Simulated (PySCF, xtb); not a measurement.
1,1-dibromo-1-chloroethane (C₂H₃Br₂Cl), SMILES CC(Cl)(Br)Br.

Harmonic wavenumbers (cm⁻¹) from GFN2-xTB (xtb 6.7.1) at its own minimum, in rising order: 140, 170, 236, 247, 256, 281, 422, 528, 595, 1060, 1066, 1067, 1400, 1455, 1456, 3020, 3024, 3025.

Task: What does B3LYP-D3(BJ)/def2-SVP (PySCF) give at its own minimum? (Estimate from the structure and the level; the computed values follow.)

Result: 160, 192, 262, 282, 313, 314, 454, 613, 677, 1074, 1079, 1087, 1393, 1450, 1450, 3051, 3148, 3159. Paired by order, the mean absolute difference is 42 cm⁻¹ and the zero-point energies are 27.8 and 28.8 kcal/mol.
